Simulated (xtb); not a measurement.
xtb input (GFN1-xTB):

```bash
xtb mol.xyz --gfn 1 --sp --chrg -1 --uhf 0
```
mol.xyz:
```
2

Se    -0.00000000    -0.00000000    -0.04223725
H      0.00000000     0.00000000     1.43606647
```

Output:

```
           -------------------------------------------------
          |                Calculation Setup                |
           -------------------------------------------------

           -------------------------------------------------
          |                 G F N 1 - x T B                 |
           -------------------------------------------------

        Reference                      10.1021/acs.jctc.7b00118
      * Hamiltonian:
        H0-scaling (s, p, d)           1.850000    2.250000    2.000000
        zeta-weighting                 0.000000
      * Dispersion:
        s8                             2.400000
        a1                             0.630000
        a2                             5.000000
        s9                             0.000000
      * Repulsion:
        kExp                           1.500000
        rExp                           1.000000
      * Coulomb:
        alpha                          2.000000
        third order                    atomic
        anisotropic                    false
      * Halogen bond correction:
        rad-scale                      1.300000
        damping                        0.440000

          ...................................................
          :                      SETUP                      :
          :.................................................:
          :  # basis functions                  12          :
          :  # atomic orbitals                  11          :
          :  # shells                            5          :
          :  # electrons                         8          :
          :  # halogen bonds                     0          :
          :  max. iterations                   250          :
          :  Hamiltonian                  GFN1-xTB          :
          :  restarted?                      false          :
          :  GBSA solvation                  false          :
          :  PC potential                    false          :
          :  electronic temp.          300.0000000     K    :
          :  accuracy                    1.0000000          :
          :  -> integral cutoff          0.2500000E+02      :
          :  -> integral neglect         0.1000000E-07      :
          :  -> SCF convergence          0.1000000E-05 Eh   :
          :  -> wf. convergence          0.2000000E-04 e    :
          :  Broyden damping             0.4000000          :
          :  net charge                         -1          :
          :  unpaired electrons                  0          :
          ...................................................

 iter      E             dE          RMSdq      gap      omega  full diag
   1     -4.0095144 -0.400951E+01  0.351E+00    5.60       0.0  T
   2     -4.0123585 -0.284414E-02  0.218E+00    5.97       1.0  T
   3     -4.0129557 -0.597170E-03  0.715E-01    6.21       1.0  T
   4     -4.0129932 -0.375254E-04  0.420E-02    6.17       1.7  T
   5     -4.0129936 -0.335083E-06  0.404E-04    6.17     175.1  T
   6     -4.0129936 -0.136886E-10  0.790E-05    6.17     894.6  T
   7     -4.0129936 -0.179057E-11  0.125E-06    6.17   56674.4  T

   *** convergence criteria satisfied after 7 iterations ***

         #    Occupation            Energy/Eh            Energy/eV
      -------------------------------------------------------------
         1        2.0000           -0.4238676             -11.5340
         2        2.0000           -0.1556849              -4.2364
         3        2.0000           -0.0277480              -0.7551
         4        2.0000           -0.0277480              -0.7551 (HOMO)
         5                          0.1989927               5.4149 (LUMO)
         6                          0.2434612               6.6249
         7                          0.3449293               9.3860
         8                          0.3449293               9.3860
         9                          0.3449293               9.3860
       ...                                ...                  ...
        11                          0.8179633              22.2579
      -------------------------------------------------------------
                  HL-Gap            0.2267407 Eh            6.1699 eV
             Fermi-level            0.0856223 Eh            2.3299 eV

 SCC (total)                   0 d,  0 h,  0 min,  0.003 sec
 SCC setup                      ...        0 min,  0.000 sec (  6.098%)
 Dispersion                     ...        0 min,  0.000 sec (  2.485%)
 classical contributions        ...        0 min,  0.000 sec (  1.469%)
 integral evaluation            ...        0 min,  0.001 sec ( 19.392%)
 iterations                     ...        0 min,  0.001 sec ( 48.725%)
 molecular gradient             ...        0 min,  0.000 sec ( 10.511%)
 printout                       ...        0 min,  0.000 sec (  8.800%)

         :::::::::::::::::::::::::::::::::::::::::::::::::::::
         ::                     SUMMARY                     ::
         :::::::::::::::::::::::::::::::::::::::::::::::::::::
         :: total energy              -4.007989696588 Eh    ::
         :: gradient norm              0.005107749772 Eh/a0 ::
         :: HOMO-LUMO gap              6.169929319489 eV    ::
         ::.................................................::
         :: SCC energy                -4.012993567870 Eh    ::
         :: -> electrostatic           0.187626937922 Eh    ::
         :: repulsion energy           0.005147968379 Eh    ::
         :: dispersion energy         -0.000144097098 Eh    ::
         :: halogen bond corr.         0.000000000000 Eh    ::
         :: add. restraining           0.000000000000 Eh    ::
         :: total charge              -1.000000000000 e     ::
         :::::::::::::::::::::::::::::::::::::::::::::::::::::

           -------------------------------------------------
          |                Property Printout                |
           -------------------------------------------------

    * Orbital Energies and Occupations

         #    Occupation            Energy/Eh            Energy/eV
      -------------------------------------------------------------
         1        2.0000           -0.4238676             -11.5340
         2        2.0000           -0.1556849              -4.2364
         3        2.0000           -0.0277480              -0.7551
         4        2.0000           -0.0277480              -0.7551 (HOMO)
         5                          0.1989927               5.4149 (LUMO)
         6                          0.2434612               6.6249
         7                          0.3449293               9.3860
         8                          0.3449293               9.3860
         9                          0.3449293               9.3860
        10                          0.3449293               9.3860
        11                          0.8179633              22.2579
      -------------------------------------------------------------
                  HL-Gap            0.2267407 Eh            6.1699 eV
             Fermi-level            0.0856223 Eh            2.3299 eV

  Mulliken/CM5 charges         n(s)   n(p)   n(d)
     1Se   -0.90665 -0.95466   1.936  4.985 -0.014
     2H    -0.09335 -0.04534   1.093  0.000  0.000

Wiberg/Mayer (AO) data.
largest (>0.10) Wiberg bond orders for each atom

 ---------------------------------------------------------------------------
     #   Z sym  total        # sym  WBO       # sym  WBO       # sym  WBO
 ---------------------------------------------------------------------------
     1  34 Se   1.007 --     2 H    1.007
     2   1 H    1.007 --     1 Se   1.007
 ---------------------------------------------------------------------------

Topologies differ in total number of bonds
Note: The following floating-point exceptions are signalling: IEEE_DENORMAL
normal termination of xtb
Writing topology from bond orders to xtbtopo.mol

 dipole moment from electron density (au)
     X       Y       Z
  -0.0000   0.0000  -0.0504  total (Debye):    0.128

           -------------------------------------------------
          | TOTAL ENERGY               -4.007989696588 Eh   |
          | GRADIENT NORM               0.005107749772 Eh/α |
          | HOMO-LUMO GAP               6.169929319489 eV   |
           -------------------------------------------------

------------------------------------------------------------------------
------------------------------------------------------------------------
 total:
 SCF:
```

Whether it binds its extra electron was not tested at this geometry.
